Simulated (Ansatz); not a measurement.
Coupled-cluster diagnostics for NiBr2(PH3)2 (NiP2H6Br2), Ansatz.

Geometry of the singlet (PBE-D4/def2-SVP):

```xyz
11

Ni    0.060    0.082   -0.014
Br   -0.750    1.722    1.392
Br    0.776   -1.650   -1.378
P     1.364   -0.694    1.526
H     2.722   -0.992    1.194
H     1.000   -1.969    2.066
H     1.555    0.026    2.749
P    -1.323    0.739   -1.543
H    -1.680    2.119   -1.644
H    -2.642    0.191   -1.430
H    -1.082    0.425   -2.918
```

Correlated methods freeze 33 core orbitals; core or outer-core shells of Ni, Br are correlated, in sets that lack core-valence functions.

Task: Estimate the CCSD(T) correlation energy, the shares of MP2 and (T), T1 and the reference's ⟨S²⟩ for: charge 0, singlet, own geometry in def2-SVP; and the rough time on 4 threads of Intel Xeon Platinum 8488C on a shared host.

Result: 
| state | basis | correlation (eV) | MP2 share (%) | (T) share (%) | T1 | ⟨S²⟩ (pure) | wall time | remarks |
| --- | --- | --- | --- | --- | --- | --- | --- | --- |
| charge 0, singlet, own geometry | def2-SVP | -33.931 | 93.0 | 3.4 | 0.033 | 0.00 (0.00) | 49 s | restricted SCF unstable |
Customary marks for T1 are 0.02 (closed shells), 0.045 (open shells) and about 0.05 (3d metals). T1 exceeds 0.02 in 1 of 1 rows and 0.045 in 0; the higher it lies, the less the single-reference result can be trusted.
